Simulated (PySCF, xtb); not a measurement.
B(Cl)(OMe)(SH) (CH₄BClOS), SMILES COB(S)Cl.

Geometry optimised at PBE-D3(BJ)/def2-SVP. The structure was generated by enumeration, and PubChem lists no compound with its InChIKey, so it may never have been made. One conformer was computed; it need not be the lowest.

Calculation: C-PCM-M06-2X/def2-SVP (PySCF).

The values are the electrostatic part of the solvation free energy, E(continuum) − E(gas) at the gas-phase geometry, in a cavity of scaled van der Waals radii (PySCF's table); cavitation and dispersion terms are not included. In vacuum the orbital gap is 10.14 eV. The dipole moment in vacuum is 1.80 D.

Computed values in water (ε = 78.36), ethanol (ε = 24.85), dichloromethane (ε = 8.93):
```csv
solvent,ε,ΔG(elec) (kcal/mol),dipole (D),gap (eV)
water,78.36,-3.9,2.17,10.10
ethanol,24.85,-3.8,2.16,10.10
dichloromethane,8.93,-3.5,2.13,10.11
```

For comparison, GFN2-xTB/ALPB(water) (xtb, at the GFN2-xTB geometry, all terms of that model) gives -2.7 kcal/mol.
